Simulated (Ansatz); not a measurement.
Basis-set extrapolation for `CBSCC` (PBE0-D4/def2-TZVP geometry, frozen core, the Gaussian-basis code of Ansatz). Multiplicity 1, RHF reference.

```tsv
	def2-TZVPP	def2-QZVPP
HF	-541.155883	-541.173871
MP2 correlation	-0.810193	-0.865415
CCSD(T) correlation	-0.908408	not run
```

Energies in hartree. Use E(X) = E(∞) + A·exp(−7.88·√X) for Hartree–Fock and E(X) = E(∞) + B·X^(−2.97) for correlation, with X = 3 and 4, and add CCSD(T) minus MP2 of the smaller set to the MP2 limit.

Question: What is the CCSD(T) energy at the basis-set limit?

Answer: HF limit: -541.173871 + (-0.017988) × 0.13774 = -541.17635. MP2 limit: -0.865415 + (-0.055222) × 0.74074 = -0.90632. Higher-order term: -0.908408 − (-0.810193) = -0.09821. Total: -542.18088 hartree, 3.17 eV below CCSD(T)/def2-TZVPP.
